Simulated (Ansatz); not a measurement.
Total energies of CH₆OSSi, SMILES `[SiH3]OCS`.

```json
{"atom": "Si1", "x (Å)": "-0.846", "y (Å)": "1.370", "z (Å)": "-0.384"}
{"atom": "O2", "x (Å)": "-0.585", "y (Å)": "-0.207", "z (Å)": "0.022"}
{"atom": "C3", "x (Å)": "0.663", "y (Å)": "-0.679", "z (Å)": "0.444"}
{"atom": "S4", "x (Å)": "0.630", "y (Å)": "-2.437", "z (Å)": "0.821"}
{"atom": "H5", "x (Å)": "-2.265", "y (Å)": "1.462", "z (Å)": "-0.794"}
{"atom": "H6", "x (Å)": "0.050", "y (Å)": "1.776", "z (Å)": "-1.502"}
{"atom": "H7", "x (Å)": "-0.576", "y (Å)": "2.263", "z (Å)": "0.776"}
{"atom": "H8", "x (Å)": "0.976", "y (Å)": "-0.201", "z (Å)": "1.379"}
{"atom": "H9", "x (Å)": "1.431", "y (Å)": "-0.488", "z (Å)": "-0.313"}
{"atom": "H10", "x (Å)": "0.521", "y (Å)": "-2.859", "z (Å)": "-0.449"}
```

The species carries charge 0 and has multiplicity 1. The geometry is a stationary point of PBE0-D4/def2-TZVP. It is one conformer, not always the lowest. Basis def2-TZVPP, the Gaussian-basis code of Ansatz.

RPA on PBE orbitals: Hartree–Fock energy of these orbitals -802.72747 Eh, correlation -1.21463 Eh (frozen core).

| functional | energy without D4 (Eh) | D4 term (kJ/mol) |
| --- | --- | --- |
| PBE | -804.24571 | -19.1 |
| revPBE | -804.53600 | -60.5 |
| BLYP | -804.66538 | -42.5 |
| r2SCANh | -804.58335 | -5.0 |
| BHLYP | -804.64784 | -22.9 |
| CAM-B3LYP | -804.68232 | -16.4 |
| LC-ωPBE | -804.43940 | – |
| ωB97X-V | -804.56917 | – |
| ωB97M-V | -804.61493 | – |
| B2PLYP | -804.37526 | – |

**Question.** Give the same for LDA (SPW92), r2SCAN, B97M-V, PBE0, B3LYP, r2SCAN0, HSE06 (plane-wave form), PBE-QIDH. (Estimate.)

**Answer.** Computed: 
| functional | energy without D4 (Eh) | D4 term (kJ/mol) |
| --- | --- | --- |
| LDA (SPW92) | -801.23813 | – |
| r2SCAN | -804.59272 | -4.7 |
| B97M-V | -804.51133 | – |
| PBE0 | -804.31625 | -16.1 |
| B3LYP | -804.75679 | -30.8 |
| r2SCAN0 | -804.57036 | -5.6 |
| HSE06 (plane-wave form) | -804.29614 | -15.0 |
| PBE-QIDH | -804.13243 | – |

B3LYP takes the VWN-RPA correlation (the form of Gaussian; ORCA's B3LYP/G). HSE06 is the plane-wave form, built on full-range PBE exchange. The double hybrids freeze the cores in their second-order part.

LC-ωPBE has ω = 0.4 bohr⁻¹.
